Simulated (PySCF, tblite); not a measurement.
Isomers of C6H8FPSi, one GFN2-xTB conformer each. Single-point energies are computed at PBE0/pcSseg-1 (PySCF, gas phase, no added dispersion term), electronic only.

Question: Rank them by PBE0/pcSseg-1 energy, lowest first (kJ/mol).
A. `[F:1][c:2]1[cH:3][cH:4][c:5]([PH:6][SiH3:7])[cH:8][cH:9]1` with C4–C5–P6–Si7 97°
B. `[SiH3]c1cpcc(c1F)C`
C. `[F:1][c:2]1[cH:3][cH:4][cH:5][cH:6][c:7]1[PH:8][SiH3:9]` with C6–C7–P8–Si9 -107°

Answer: C (0.0), A (3.2), B (15.9).

As drawn, the highest has an Si–C bond, which the lowest lacks. Neighbours under 10 kJ/mol apart (Fc1ccccc1P[SiH3] and Fc1ccc(P[SiH3])cc1) can change places with a better method, another conformer or zero-point energy. GFN2-xTB itself gives, in the same order: 0.0, 3.4, 38.9. Both levels put the same isomer lowest; measured from each level's own lowest isomer, the values differ by up to 23.0 kJ/mol (Cc1cpcc([SiH3])c1F: 38.9 against 15.9).

Question: Which frontier levels, dipoles and rotational constants go with these structures?

Answer: 
```
            SMILES  HOMO (eV, PBE0/pcSseg-1)  LUMO (eV)  dipole (D)       A, B, C (MHz)
  Fc1ccccc1P[SiH3]                     -6.71      -0.80        2.24  2069, 818.7, 703.1
Fc1ccc(P[SiH3])cc1                     -6.69      -0.71        1.10  2839, 570.5, 555.5
Cc1cpcc([SiH3])c1F                     -7.06      -1.55        0.93   1541, 1060, 635.1
```

Question: What happens when harmonic zero-point energies from GFN2-xTB frequencies are added?

Answer: 
```
            SMILES  ZPE (kJ/mol)  electronic (kJ/mol)  with ZPE (kJ/mol)
  Fc1ccccc1P[SiH3]         296.8                  0.0                0.0
Fc1ccc(P[SiH3])cc1         296.5                  3.2                2.9
Cc1cpcc([SiH3])c1F         301.3                 15.9               20.3
```

The zero-point energies span 4.8 kJ/mol. The order is unchanged.

Question: As an exercise, what shares would exp(−E/RT) give at 500 K from these electronic energies alone (no entropy, no degeneracies)?

Answer: RT = 4.157 kJ/mol: Fc1ccccc1P[SiH3] 67.4 %, Fc1ccc(P[SiH3])cc1 31.1 %, Cc1cpcc([SiH3])c1F 1.5 %.
